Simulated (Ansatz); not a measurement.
Start from `C[S][Zn][F]` and change one element to get `C[O][Zn][F]`.

Ansatz, PBE0-D4/def2-TZVP geometries, multiplicity 1. Each molecule was computed in one conformer, which needn't be the lowest.

Scalar relativity is left out up to krypton.

```
                                        property  `C[S][Zn][F]`
             LUMO energy (B3LYP/def2-TZVPP) / eV          -1.57
size of the dipole moment (B3LYP/def2-TZVPP) / D           2.59
           HOMO–LUMO gap (B3LYP/def2-TZVPP) / eV           5.36
             HOMO–LUMO gap (PBE/def2-TZVPP) / eV           3.83
              LUMO energy (PBE0/def2-TZVPP) / eV          -1.24
            HOMO–LUMO gap (PBE0/def2-TZVPP) / eV           5.92
```

(1) What does the change do to each property? (Best estimate.)

## Answers

(1) Computed: 
```csv
property,`C[O][Zn][F]`,shift
LUMO energy (B3LYP/def2-TZVPP) / eV,-1.77,-0.20
size of the dipole moment (B3LYP/def2-TZVPP) / D,1.96,-0.63
HOMO–LUMO gap (B3LYP/def2-TZVPP) / eV,5.85,0.49
HOMO–LUMO gap (PBE/def2-TZVPP) / eV,3.95,0.12
LUMO energy (PBE0/def2-TZVPP) / eV,-1.40,-0.16
HOMO–LUMO gap (PBE0/def2-TZVPP) / eV,6.43,0.51
```

With PBE0 the HOMO falls by 0.67 eV and the LUMO falls by 0.16 eV, so the gap widens by about 0.51 eV. PBE moves the HOMO by -0.34 eV and ωB97M-V by -0.91 eV. Dipoles are sizes alone; their direction can turn.

B3LYP here is the variant with VWN-RPA as its local correlation; programs differ in this.
